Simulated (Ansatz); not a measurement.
Program: Ansatz. Geometries: PBE0-D4/def2-TZVP. ΔE: electronic, gas phase. CCSD(T)/CBS adds triple-zeta CCSD(T) − MP2 to the extrapolated MP2 energy (def2 sets, frozen cores). This one scheme is used for every species. DFT in def2-TZVPP. B3LYP here is the variant with VWN-RPA as its local correlation; programs differ in this. Elements past krypton have def2 core potentials. For Sn outer-core shells are correlated without core-valence functions, which leaves a few kJ/mol of doubt a bond. Each species was taken in one conformer, which may not be the lowest.

`C[CH](C)[SnH2][CH](C)C` + CH₃OH → `COC(C)C` + `C[CH](C)[SnH3]`  (substitution at a C–Sn bond)

`C[CH](C)[SnH2][CH](C)C`:

Z-matrix (Å, degrees):
```
C
C 1 1.521
H 1 1.093 2 112.3
H 1 1.097 2 110.8 3 120.2
H 1 1.095 2 111.4 3 -120.7
Sn 2 2.167 1 110.6 3 57.8
C 2 1.522 1 111.6 3 -177.4
H 2 1.095 1 108.8 3 -57.3
C 6 2.169 2 111.7 1 -177.1
H 6 1.720 2 108.5 1 61.8
H 6 1.719 2 108.8 1 -56.0
H 7 1.097 2 110.8 1 55.6
H 7 1.095 2 111.5 1 -63.5
H 7 1.093 2 112.4 1 175.6
C 9 1.522 6 110.6 2 44.9
C 9 1.522 6 111.9 2 -80.5
H 9 1.095 6 104.8 2 161.9
H 15 1.095 9 111.6 6 -63.3
H 15 1.097 9 110.9 6 177.6
H 15 1.093 9 112.3 6 57.5
H 16 1.097 9 110.7 6 -177.6
H 16 1.093 9 112.2 6 -57.4
H 16 1.094 9 111.8 6 63.3
```

CH₃OH:

Z-matrix (Å, degrees):
```
C
O 1 1.409
H 1 1.097 2 112.4
H 1 1.090 2 107.0 3 -118.5
H 1 1.097 2 112.4 3 123.0
H 2 0.959 1 108.5 3 -61.6
```

`COC(C)C`:

```xyz
15

C     1.381    0.518    1.401
O     0.725   -0.507    0.711
C    -0.426   -0.092    0.001
C    -0.074    0.733   -1.226
C    -1.184   -1.348   -0.364
H     1.857    1.243    0.729
H     0.692    1.061    2.064
H     2.158    0.054    2.009
H    -1.048    0.521    0.675
H    -0.981    1.017   -1.764
H     0.560    0.151   -1.899
H     0.453    1.652   -0.964
H    -2.111   -1.103   -0.886
H    -0.575   -1.977   -1.018
H    -1.428   -1.922    0.532
```

`C[CH](C)[SnH3]`:

Cartesian coordinates in Å:
```
C 0.753 -1.354 -0.242
C -0.083 -0.275 0.430
C 0.786 0.766 1.120
Sn -1.417 0.660 -0.992
H 0.135 -2.130 -0.702
H 1.410 -1.844 0.486
H 1.395 -0.935 -1.023
H -0.737 -0.742 1.173
H 1.444 0.293 1.859
H 1.430 1.287 0.405
H 0.193 1.521 1.643
H -0.486 1.434 -2.203
H -2.399 1.830 -0.220
H -2.424 -0.509 -1.733
```

```csv
level,ΔE (kcal/mol)
B3LYP-D4,5.1
CCSD(T)/def2-TZVPP,6.5
MP2/CBS(def2),10.8
CCSD/CBS(def2),7.6
```

Task: What does CCSD(T)/CBS give? (An estimate is asked.)

Result: Computed: +8.3 kcal/mol. The listed levels differ from it by -3.2, -1.8, 2.5, -0.7 kcal/mol.

Largest T1 diagnostic among the species: 0.011.

The D4 term adds +2.2 kcal/mol with B3LYP and +1.4 kcal/mol with PBE0; it sums over pairs of atoms, weighted by their polarisabilities, and B3LYP, whose exchange is more repulsive, gets the larger term. In def2-TZVPP, CCSD(T) changes the Hartree–Fock value by +6.3 kcal/mol (the triples alone add +0.7 kcal/mol) and MP2 by +8.8 kcal/mol.
